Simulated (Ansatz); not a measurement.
Consider the ligand exchange at a Ge–F bond: `[F][Ge][Cl]` + HCl → `[Cl][Ge][Cl]` + H–F.

Isolated molecules relaxed with PBE0-D4/def2-TZVP in Ansatz; ΔE leaves out vibrations. CCSD(T)/CBS adds triple-zeta CCSD(T) − MP2 to the extrapolated MP2 energy (def2 sets, frozen cores). This one scheme is used for every species. For Ge outer-core shells are correlated without core-valence functions, which leaves a few kJ/mol of doubt a bond. Scalar relativity is left out up to krypton.

```
       species  HF/CBS(def2) energy (Eh)
 `[F][Ge][Cl]`               -2634.51640
           HCl                -460.11403
`[Cl][Ge][Cl]`               -2994.55919
           H–F                -100.07071
```

**Question.** Work out ΔE.

**Answer.** ΔE = (-2994.55919) + (-100.07071) − (-2634.51640) − (-460.11403) = 0.00053 Eh = +0.3 kcal/mol. CCSD(T)/CBS gives -2.2 kcal/mol.

**Question.** What do rigid-rotor, harmonic-oscillator terms from PBE0-D4/def2-TZVP frequencies (298.15 K, 1 bar) make of the CCSD(T)/CBS value? (An estimate is asked.)

**Answer.** The calculation gave: ΔZPE = +1.2 kcal/mol, ΔH = -0.9 kcal/mol, ΔS = -7 J/(mol·K), ΔG = -0.4 kcal/mol.

Largest T1 diagnostic among the species: 0.014.

Leaving LDA and LC-ωPBE aside and taking each functional with its dispersion term where it has one, the values, not all of them listed here, spread over 3.8 kcal/mol, from HSE06-D4 to CAM-B3LYP-D4. From PBE to PBE0 (25 % exact exchange), in def2-TZVPP and without D4, ΔE moves by −0.9 kcal/mol.
